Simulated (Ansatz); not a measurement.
The first iterations of a band of AlCl2F + H2 (6 atoms, charge 0, multiplicity 1).

These are results of RKS PBE/def2-SVP (Ansatz), not measurements.

```
movable images  : 7
climbing image  : yes
spring          : 5.0 eV/Å²
optimiser       : quadratic models (default)
start path      : through a guess of the saddle point
force threshold : 0.03 eV/Å
iteration limit : 60
end points      : relaxed
```

Initial state:

```xyz
6
Properties=species:S:1:pos:R:3
Al 0.009 0.099 0.114
F 0.006 0.587 1.716
Cl 1.824 0.040 -0.931
Cl -1.812 -0.035 -0.914
H 0.058 -2.062 0.626
H 0.052 -1.713 1.321
```

Final state:

```xyz
6
Properties=species:S:1:pos:R:3
Al 0.021 -0.529 -0.225
F 0.019 -0.036 1.763
Cl 1.822 0.279 -0.978
Cl -1.820 0.203 -0.960
H 0.055 -2.009 0.422
H 0.040 -0.990 1.909
```

| iteration | highest image above the first end (eV) | largest band force component (eV/Å) |
| --- | --- | --- |
| 1 | 1.795 | 2.379 |
| 2 | 1.099 | 2.187 |

Question: Does the band converge within its limit, and where does its top end?

Answer: The run converged. It ended after 8 iterations with the highest image 1.076 eV above the first end. The top lies less than 8 meV above the higher end, about what the thresholds resolve: that end is a shoulder or a very shallow well. A vibrational analysis at the climbing image gives one clearly imaginary mode, 256i cm⁻¹: a first-order saddle point. The orbitals stay closed-shell, which can raise the energy where a bond breaks towards radicals; this wasn't checked here.

The run took 3.4 min on 1 thread of Arm Neoverse N1 (shared host), peak memory 0.14 GiB.
